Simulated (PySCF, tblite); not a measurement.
Compound: C5H9NOSi.
Structure used (GFN2-xTB), in Å, numbered top down from 1:
```
atom  x, y, z in Å
C1     2.2377    0.5713    0.1866
O2     1.3325   -0.1605   -0.6090
C3     0.4634   -0.9457    0.1285
C4    -0.7902   -1.3953   -0.5252
C5    -0.8673   -0.3548    0.5777
Si6   -1.3104    1.4291    0.0988
C7    -1.3467   -0.7825    1.8348
N8    -1.7270   -1.1044    2.8679
H9     1.7104    1.2514    0.8650
H10    2.8724   -0.1000    0.7763
H11    2.8545    1.1468   -0.5001
H12    0.9594   -1.6253    0.8230
H13   -0.9691   -1.0508   -1.5320
H14   -1.1489   -2.3940   -0.3211
H15   -0.9957    2.2840    1.2451
H16   -0.5384    1.7997   -1.0816
H17   -2.7434    1.4430   -0.1952
```

Method: B3LYP/def2-SVPD in PySCF (dipole) on a GFN2-xTB geometry, gas phase.

Take the most abundant isotopes and a rigid rotor. The values belong to one conformer with, in the numbering `[CH3:1][O:2][C@@H:3]1[CH2:4][C@@:5]1([SiH3:6])[C:7]#[N:8]`, C1–O2–C3–C4 160°.

(1) Give the principal moments of inertia and the rotational constants in MHz.

(2) What kind of rotor is it?

(3) What does the inertial defect say?

(4) Give the other two planar moments, Paa and Pbb, and the rms extents of the mass along the axes.

(5) Predict some low-J microwave lines.

Results:

(1) Ia = 234.13, Ib = 374.68, Ic = 451.90 u·Å²; 505379 MHz·u·Å²/I gives A = 2159, B = 1349, C = 1118 MHz.

(2) An asymmetric top; Ray's κ = -0.557.

(3) Not planar: Δ = Ic − Ia − Ib = -156.91 u·Å². For a rigid frame Δ = −2 Σ m c², so Σ m c² = 78.45 u·Å² lies off the ab plane: 19.11 from hydrogen and 59.35 from heavier atoms. The atom farthest from that plane is 2.29 Å away.

(4) Paa = Σ m a² = (Ib + Ic − Ia)/2 = 296.23 and Pbb = Σ m b² = (Ia + Ic − Ib)/2 = 155.67 u·Å². With the mass M = 127.05 u, the rms extents √(P/M) along a, b and c are 1.53, 1.11, 0.79 Å.

(5) The dipole components are |μa| = 3.46 D, |μb| = 0.91 D, |μc| = 0.90 D. Intensities carry the squares of the components, which stand as 1.00 : 0.07 : 0.07 (a : b : c). Some lines, for components of 0.1 D or more:

| type | branch | J(Ka,Kc) | MHz | lower level (cm⁻¹) |
| --- | --- | --- | --- | --- |
| c | Q | 2(1,2) ← 2(0,2) | 622 | 0.245 |
| a | Q | 2(1,1) ← 2(1,2) | 691 | 0.266 |
| c | Q | 1(1,1) ← 1(0,1) | 810 | 0.082 |
| b | Q | 1(1,0) ← 1(0,1) | 1040 | 0.082 |
| b | Q | 2(1,1) ← 2(0,2) | 1313 | 0.245 |
| c | Q | 2(2,1) ← 2(1,1) | 2429 | 0.289 |
| a | R | 1(0,1) ← 0(0,0) | 2467 | 0.000 |
| b | Q | 2(2,0) ← 2(1,1) | 2472 | 0.289 |
| b | Q | 2(2,1) ← 2(1,2) | 3121 | 0.266 |
| b | R | 1(1,1) ← 0(0,0) | 3277 | 0.000 |
| c | R | 1(1,0) ← 0(0,0) | 3507 | 0.000 |
| b | R | 2(0,2) ← 1(1,1) | 4082 | 0.109 |
| a | R | 2(1,2) ← 1(1,1) | 4704 | 0.109 |
| a | R | 2(0,2) ← 1(0,1) | 4892 | 0.082 |
| a | R | 2(1,1) ← 1(1,0) | 5165 | 0.117 |
| b | R | 2(1,2) ← 1(0,1) | 5514 | 0.082 |
| c | R | 2(1,1) ← 1(0,1) | 6205 | 0.082 |
| b | R | 2(2,1) ← 1(1,0) | 7594 | 0.117 |
| c | R | 2(2,0) ← 1(1,0) | 7637 | 0.117 |
| c | R | 2(2,1) ← 1(1,1) | 7825 | 0.109 |
| b | R | 2(2,0) ← 1(1,1) | 7867 | 0.109 |

Its GFN2-xTB frequencies are all real (lowest 89 cm⁻¹). These are rigid-rotor constants of the computed structure; measured ground-state constants (B0) also hold zero-point vibration. A rigid rotor knows nothing of internal rotation, which can split or shift real lines. Quadrupole hyperfine structure (14N) is left out.

The run took 56 s of wall time (with the writing of density and orbital grids) on one thread of an Arm Neoverse V1, on a shared host, and the process peaked at 0.90 GiB of memory. This is the B3LYP/def2-SVPD job that gave the dipole, with the excitations it also computed.
